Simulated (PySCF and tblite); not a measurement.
Results of a calculation; reference values are marked as such.
C9H10, numbered as in [CH2:1]=[CH:2][CH2:3][c:4]1[cH:5][cH:6][cH:7][cH:8][cH:9]1.

Conformers came from 90 starts (ETKDG and KDG, MMFF94s, GFN2-xTB); geometries are PBE0-D3(BJ)/def2-SVP. Energies: CAM-B3LYP-D3(BJ)/def2-SVPD (IEF-PCM, chloroform), with GFN2-xTB thermal terms (modes under about 100 cm⁻¹ blended into free rotors). Symmetry numbers and mirror images are counted. Conformers within 3 kcal/mol (GFN2-xTB free energy) were kept, 8 at most. Of two unlike H on one atom, a is the less shielded (WP04/pcSseg-1 (IEF-PCM, chloroform)). (PySCF 2.14, tblite 0.8.)

An NOE distance is ⟨r⁻⁶⟩^(−1/6) over all pairs of like atoms and, for the average, over conformers.

Torsions listed: C1–C2–C3–C4, C2–C3–C4–C5. Of a mirror pair one member is shown.

```tsv
conformer	shape	weight %
1	-120°, -129°	61.8
2	0°, 89°	38.2
```

Task: Which H–H contacts under 3.5 Å would NOEs report (pairs on one atom left out) at 298.15 K?

Result: 
| pair | in 1 (Å) | in 2 (Å) | average (Å) |
| --- | --- | --- | --- |
| H1a ··· H2 | 2.44 | 2.43 | 2.44 |
| H6/H8 ··· H7 | 2.49 | 2.49 | 2.49 |
| H2 ··· H3 | 2.75 | 2.51 | 2.64 |
| H3 ··· H5/H9 | 2.77 | 2.74 | 2.76 |
| H5/H9 ··· H6/H8 | 2.78 | 2.78 | 2.78 |
| H1b ··· H3 | 2.68 | 3.58 | 2.86 |
| H1b ··· H2 | 3.09 | 3.09 | 3.09 |

Longer pairs under the limit may be missing.

Task: In a model where alignment follows shape alone (order matrix 0.002 × (3G/tr G − 1)/2, G the second moments of the atom positions; splitting J + 2D), what are the one-bond C–H dipolar couplings D?

Result: H1a -2.6 Hz (-0.9 in conformer 1), H1b 3.7 Hz (17.3 in conformer 1), H2 3.7 Hz (17.7 in conformer 1), H3 10.6 Hz (11.6 in conformer 1), H5/H9 -0.9 Hz (-2.7 in conformer 1), H6/H8 -0.7 Hz (-2.5 in conformer 1), H7 -21.3 Hz (-22.9 in conformer 1).

Thermal terms of a conformer that GFN2-xTB lacks, or places elsewhere, come from the nearest GFN2-xTB minimum; such a conformer stays in the set even outside the window.
